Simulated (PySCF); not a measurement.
Assigning NMR signals

Molfile (atoms numbered from 1):
```
C5H11ClSi2
     RDKit          3D

 19 18  0  0  0  0  0  0  0  0999 V2000
   -3.0534    1.9711   -0.4587 C   0  0  0  0  0  0  0  0  0  0  0  0
   -2.2972    0.9266   -0.3412 C   0  0  0  0  0  0  0  0  0  0  0  0
   -1.4996   -0.0953   -0.2469 C   0  0  0  0  0  0  0  0  0  0  0  0
   -1.9226   -1.3822    0.4101 C   0  0  0  0  0  0  0  0  0  0  0  0
    0.2745   -0.0349   -0.9106 Si  0  0  1  0  0  4  0  0  0  0  0  0
    0.5573    1.8163   -1.7188 Cl  0  0  0  0  0  0  0  0  0  0  0  0
    1.8046   -0.4956    0.7764 Si  0  0  0  0  0  4  0  0  0  0  0  0
    3.5655   -0.0072    0.2629 C   0  0  0  0  0  0  0  0  0  0  0  0
   -3.6902    2.1187   -1.3166 H   0  0  0  0  0  0  0  0  0  0  0  0
   -3.0825    2.7392    0.2979 H   0  0  0  0  0  0  0  0  0  0  0  0
   -1.8524   -2.2036   -0.3013 H   0  0  0  0  0  0  0  0  0  0  0  0
   -1.2634   -1.6076    1.2479 H   0  0  0  0  0  0  0  0  0  0  0  0
   -2.9460   -1.3185    0.7727 H   0  0  0  0  0  0  0  0  0  0  0  0
    0.3252   -0.9550   -2.0605 H   0  0  0  0  0  0  0  0  0  0  0  0
    1.4843    0.1871    2.0402 H   0  0  0  0  0  0  0  0  0  0  0  0
    1.7957   -1.9361    1.0801 H   0  0  0  0  0  0  0  0  0  0  0  0
    4.2816   -0.1934    1.0582 H   0  0  0  0  0  0  0  0  0  0  0  0
    3.6192    1.0482    0.0099 H   0  0  0  0  0  0  0  0  0  0  0  0
    3.8899   -0.5685   -0.6092 H   0  0  0  0  0  0  0  0  0  0  0  0
  1  2  2  0
  2  3  2  0
  3  4  1  0
  3  5  1  0
  5  6  1  0
  5  7  1  0
  7  8  1  0
  1  9  1  0
  1 10  1  0
  4 11  1  0
  4 12  1  0
  4 13  1  0
  5 14  1  6
  7 15  1  0
  7 16  1  0
  8 17  1  0
  8 18  1  0
  8 19  1  0
M  END
```

Level of theory: PBE0/pcSseg-1 with gauge-including orbitals, geometry: GFN2-xTB, in PySCF 2.14.0 with density-fitted response routines (single conformer, gas phase, fast rotation and ring inversion assumed for equivalent nuclei, no relativistic terms).

References, each an isolated molecule treated in the same way: TMS for 13C (σref 186.93) and 1H (σref 31.72).

**Question.** Assign these signals to the numbered atoms. 13C{1H} NMR (computed): δ 221.0 (C), 92.5 (C), 75.7 (CH2), 18.6 (CH3), -11.0 (CH3).

**Answer.** 
```tsv
δ (ppm)	atoms	environment	reason
221.0	C2	central carbon of an allene	the central sp carbon of an allene is among the most deshielded carbons of hydrocarbons
92.5	C3	terminal carbon of a cumulated C=C=C unit	–
75.7	C1	terminal carbon of a cumulated C=C=C unit	–
18.6	C4	allylic methyl carbon	saturated and bonded to C and H only
-11.0	C8	methyl carbon bonded to Si	an electropositive neighbour leaves it electron-rich and shielded
```

**Question.** Assign these signals to the numbered atoms. 1H NMR (400 MHz, computed): δ 5.58 (m, 1H), 4.83 (s, 2H), 3.99 (m, 1H), 3.95 (m, 1H), 1.76 (s, 3H), 0.34 (m, 3H).

**Answer.** 
5.58 → H14, hydrogen on a silicon bonded to C, Cl, Si
4.83 → H9/H10, hydrogen on a terminal carbon of a cumulated C=C=C unit: a vinylic proton, deshielded by the sp2 carbon and the C=C anisotropy
3.99 → H16, hydrogen on a silicon bonded to C, Si
3.95 → H15, hydrogen on a silicon bonded to C, Si
1.76 → H11/H12/H13, hydrogen on an allylic methyl carbon: allylic position
0.34 → H17/H18/H19, hydrogen on a methyl carbon bonded to Si: an electropositive neighbour shields it, as in TMS itself

H16 and H15 lie closer than the usual error of such a calculation, so a measured spectrum could show them in the other order.

Shifts are as computed. Against solution values, carbons near 30 ppm lie about +3 ppm off and those near 130 ppm about +5 ppm. Of 1211 compounds with measured shifts, 218 miss one by over three times the rms of a fit or turn the order of signals round; such compounds aren't used in these exercises. No couplings were computed; multiplicities are counted from neighbouring protons, with m where these are inequivalent, close in shift, in a saturated or five-membered ring or joined by F or P, and br s for small geminal =CH2 splittings.
